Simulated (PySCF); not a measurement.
## Simulated absorption spectrum

Compound: C₇H₁₅Al.
SMILES: `CCC[C@H]1C[CH2][AlH][CH2]1`

Level of theory: TDDFT PBE0/def2-SVPD, vertical, gas phase, core orbitals frozen in the response in PySCF. One conformer (not necessarily the lowest) at the PBE0-D3(BJ)/def2-SVP geometry, without solvent, vibrations or thermal averaging.

Each state is given a Gaussian of 0.25 eV full width at half maximum, with ε(max) = 2.175×10⁸ f / Δν̃ (Δν̃ the width in cm⁻¹). The width is an assumption, not a result. The curve ends short of the highest state used, and states not computed would add to its high-energy end.

λ (nm), ε (L mol⁻¹ cm⁻¹) and a bar:
```
    185.7       6831 ##############################
    188.2       2410 ###########
    190.7        627 ###
    193.3        316 #
    195.8        856 ####
    198.3       1888 ########
    200.8       2410 ###########
    203.3       1822 ########
    205.8        848 ####
    208.3        251 #
    210.8         49 
    213.4          6 
    215.9          1 
    218.4          0 
    220.9          0 
    223.4          0 
    225.9          1 
    228.4          3 
    231.0          9 
    233.5         18 
    236.0         28 
    238.5         32 
    241.0         29 
    243.5         20 
    246.0         11 
    248.5          5 
    251.1          2 
    253.6          1 
    256.1          1 
    258.6          2 
    261.1          4 
    263.6          7 
    266.1         10 
    268.6         12 
    271.2         12 
    273.7         10 
    276.2          7 
    278.7          5 
    281.2          3 
    283.7          1 
    286.2          1 
    288.8          0 
    291.3          0 
    293.8          0
```

Task: Where are the band maxima, and which computed states make them?

Result: 270 nm (4.60 eV), ε about 12, made up of S1 (100%); 239 nm (5.20 eV), ε about 32, made up of S2 (100%); 201 nm (6.18 eV), ε about 2400, made up of S3 (100%) (ε in L mol⁻¹ cm⁻¹; maxima over ε = 5, shares over 10%). At its high-energy end, 6.68 eV, the curve is still rising (ε about 7000, from S6). The states used: S1 4.60 eV (f 0.0001); S2 5.20 eV (f 0.0003); S3 6.18 eV (f 0.022); S4 6.62 eV (f 0.0053); S5 6.70 eV (f 0.0004); S6 6.79 eV (f 0.096); S7 6.88 eV (f 0.013); S8 7.11 eV (f 0.0034); S9 7.22 eV (f 0.019); S10 7.28 eV (f 0.012).

Task: On this curve, what absorbance would a 10⁻⁴ mol/L sample give at 280 nm over a 1 cm path?

Result: 280 nm is 4.428 eV, where ε is about 3.4 L mol⁻¹ cm⁻¹, so A = ε c l ≈ 0.00034 (Beer–Lambert, with the gas-phase spectrum and the assumed width).

Task: What would ε be at 6.18 eV, the highest of these maxima, with half the width (0.125 eV)?

Result: About 4820 L mol⁻¹ cm⁻¹ against 2410, a factor of about 2.00; a lone state at its own centre would give exactly 2.

Task: Coming from long wavelengths, where does ε first pass 100 L mol⁻¹ cm⁻¹?

Result: At about 210 nm (5.91 eV), 1.32 eV above S1.

The vertical ionisation energy (ΔSCF) is 8.82 eV, 1.55 eV above S10.

The run took 3.9 min wall (grids of density and orbitals included) on one thread of an Intel Xeon 6975P-C (shared host), and the process peaked at 1.1 GiB of memory.
